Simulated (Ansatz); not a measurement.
`C#[C][Ge]([F])([F])[F]` + HCl → `C#[C][Ge]([F])([F])[Cl]` + H–F at 500 K and 1 bar (ligand exchange at a Ge–F bond).

Program: Ansatz. Geometries: PBE0-D4/def2-TZVP. ΔE: electronic, gas phase. CCSD(T)/CBS is the MP2 limit (def2-TZVPP, def2-QZVPP) plus CCSD(T) − MP2 in def2-TZVPP, frozen cores. This one scheme is used for every species. For Ge outer-core shells are correlated without core-valence functions, which leaves a few kJ/mol of doubt a bond. Scalar relativity is left out up to krypton.

| species | CCSD(T)/CBS energy (Eh) | H − E (kJ/mol) | S (J/(mol·K)) |
| --- | --- | --- | --- |
| `C#[C][Ge]([F])([F])[F]` | -2452.25077 | 114.3 | 405.2 |
| HCl | -460.38127 | 32.5 | 201.9 |
| `C#[C][Ge]([F])([F])[Cl]` | -2812.23968 | 113.0 | 427.4 |
| H–F | -100.39570 | 39.4 | 188.7 |

H − E and S are ideal-gas, rigid-rotor, harmonic terms from PBE0-D4/def2-TZVP. 1 Eh = 2625.50 kJ/mol, R = 8.31446 J/(mol·K).

Problem. By hand: ΔE, ΔH, ΔS and ΔG.

Solution. ΔE = (-2812.23968) + (-100.39570) − (-2452.25077) − (-460.38127) = -0.00334 Eh = -8.8 kJ/mol. Δ(H − E) = 113.0 + 39.4 − 114.3 − 32.5 = 5.6, so ΔH = -3.2 kJ/mol. ΔS = 427.4 + 188.7 − 405.2 − 201.9 = 9.0 J/(mol·K). ΔG = -3.2 − 500 × (9.0)/1000 = -7.7 kJ/mol.

Problem. By hand: the equilibrium constant, and the temperature at which ΔG would vanish if ΔH and ΔS stayed fixed.

Solution. log₁₀ K = −ΔG/(RT ln 10) = 0.8. ΔH and −TΔS have one sign here, so there is no such temperature. One of them is within its doubt of zero, so this could turn.

TΔS isn't small against ΔH here. A doubt of 5 kJ/mol in ΔE shifts log₁₀ K by 0.5 here. These are equilibria of isolated gas molecules and say nothing of rates. Largest T1 diagnostic: 0.013 (customary marks: 0.02 for closed shells, 0.045 for open ones).
